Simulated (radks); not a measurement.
Q: Valence configurations of the nickel ion Ni+ (all share [Ar]). All-electron calculation, scalar-relativistic Kohn-Sham, BLYP, spin-polarised, spherical densities, point nucleus; open shells are filled with parallel spins first. Program: a radial shooting solver on a logarithmic mesh with Libxc functionals. Order these by energy: 3d8.5 4p0.5; 3d8 4p1; 3d9; 3d7.5 4p1.5; 3d8 4s1; 3d8.5 4s0.5; 3d7.5 4s0.5 4p1; 3d7 4p2; 3d7 4s1 4p1.

A: From the lowest, in eV above it: 3d9 0.000; 3d8.5 4s0.5 0.578; 3d8 4s1 1.689; 3d8.5 4p0.5 3.316; 3d8 4p1 7.529; 3d7.5 4s0.5 4p1 9.631; 3d7 4s1 4p1 12.494; 3d7.5 4p1.5 12.767; 3d7 4p2 19.136. NIST lists [Ar] 3d9 as the ground configuration; this level of theory agrees among the configurations tried. The energies are those of spherical high-spin densities, not of single terms.
